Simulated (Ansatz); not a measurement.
Input for Ansatz (a quantum-chemistry and plane-wave program): R-wB97M-V/def2-TZVPP on AlH3O3 (SMILES [OH][Al]([OH])[OH]), a point of a torsion scan.

Ansatz 0.2 input:
```yaml
crystal:
  periodic: [false, false, false]
  atoms:
    - {symbol: O, position_ang: [-1.43562067, -0.79846707, -0.22836768]}
    - {symbol: Al, position_ang: [-0.30752382, 0.36431198, -0.57002087]}
    - {symbol: O, position_ang: [-0.00246069, 0.80133684, -2.14299178]}
    - {symbol: O, position_ang: [0.52225912, 1.10753371, 0.65996583]}
    - {symbol: H, position_ang: [-2.04720758, -1.04406546, 0.45014267]}
    - {symbol: H, position_ang: [-0.31768698, 0.53066396, -2.99399852]}
    - {symbol: H, position_ang: [1.19719975, 1.76992294, 0.71024341]}
basis:
  gaussian:
    orbitals: def2-TZVPP
hamiltonian:
  xc: {name: wB97M-V}
scf: {lower_state_search: off}
```

Question: What total energy does the run end on?

Answer: -470.1189 hartree.

Question: How many basis functions does it have, and what does it roughly cost on one machine?

Answer: 177 functions; very roughly 7 core-seconds.
